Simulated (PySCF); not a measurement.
System (SMILES): P#N (N-P).
Geometry (B3LYP-D3(BJ)/def2-TZVP, fixed):
```xyz
2

N      0.0000     0.0000    -1.0110
P      0.0000     0.0000     0.4718
```

Basis-set convergence of the mean static polarisability at HF with PySCF. All functions are spherical. Density fitting with generated auxiliary sets. No added dispersion term, no relativity. Reference: the value in aug-cc-pV(5+d)Z, 27.89 bohr³, itself unsure by roughly 0.2 % (its mean distance from aug-pcseg-3, aug-cc-pV(Q+d)Z, aug-pcseg-2). Deviations are taken from unrounded values.

```
basis        functions  mean static polarisability (bohr³)  minus reference (%)
-----------  ---------  ----------------------------------  -------------------
def2-SVPD           44                               25.76                 -7.6
aug-pcseg-1         50                               27.48                 -1.5
Sadlej pVTZ         56                               27.55                 -1.2
def2-TZVPD          80                               27.55                 -1.2
def2-TZVPPD         85                               27.55                 -1.2
aug-pcseg-2         96                               27.75                 -0.5
def2-QZVPPD        139                               27.81                 -0.3
aug-pcseg-3        174                               27.89                  0.0
```

The smallest set listed that lies within 5 % of the reference with all its larger relatives (same family, alike in diffuse functions; a set with none counts only in the reference's own line) is aug-pcseg-1 (50 functions, -1.5 % off). Inside, with no larger relative to test it: Sadlej pVTZ.
